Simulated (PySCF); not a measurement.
Isomers C$_{8}$H$_{8}$:

A. 1-cyclopropylpenta-1,3-diyne
B. cubane
C. `C1=C\C=C/C=C\C=C/1`

Spectrum 1. ¹H NMR (300 MHz, computed): δ 3.92 (s, 8H). ¹³C{¹H} NMR (computed): δ 48.1 (CH).

Spectrum 2. ¹H NMR (300 MHz, computed): δ 5.84 (s, 8H). ¹³C{¹H} NMR (computed): δ 142.9 (CH).

Spectrum 3. ¹H NMR (300 MHz, computed): δ 1.96 (s, 3H), 1.21 (m, 1H), 0.72 (m, 2H), 0.66 (m, 2H). ¹³C{¹H} NMR (computed): δ 83.9 (C), 75.2 (C), 72.2 (C), 68.2 (C), 11.5 (CH2), 5.3 (CH3), 2.0 (CH).

- J: B3LYP/pcJ-1 (spin–dipole term left out of most H,H and C,H couplings)
- shieldings: GIAO PBE0/pcSseg-1
- structure optimised with PBE0-D3(BJ)/def2-SVP
- run in PySCF
- no relativistic terms, no solvent, one computed conformer, fast rotation and ring inversion assumed for equivalent nuclei

Chemical shifts δ = σref − σ; ¹H (31.27 ppm), ¹³C (184.41 ppm) vs TMS, all at this level. Multiplet labels drop J under 1 Hz and among equivalent protons, and merge close values. Unscaled 3J(H,H) run several per cent high. Shifts are as computed. Against solution values, carbons near 30 ppm lie about +2 ppm off and those near 130 ppm about +5 ppm. Of 1211 compounds with measured shifts, 218 miss one by over three times the rms of a fit or turn the order of signals round; such compounds aren't used in these exercises.

Q: Match each spectrum to its structure.

A: 1–B, 2–C, 3–A.

- Spectrum 1 (B): a single ¹³C signal, at 48.1 ppm (sp3 CH in a ring); δH 3.92 is the hydrogen on an sp3 CH in a ring.
- Spectrum 2 (C): a single ¹³C signal, at 142.9 ppm (alkene CH); δH 5.84 is the hydrogen on an alkene CH.
- Spectrum 3 (A): 7 ¹³C signals; δC 83.9 is an alkyne carbon; δC 75.2 is an alkyne carbon.
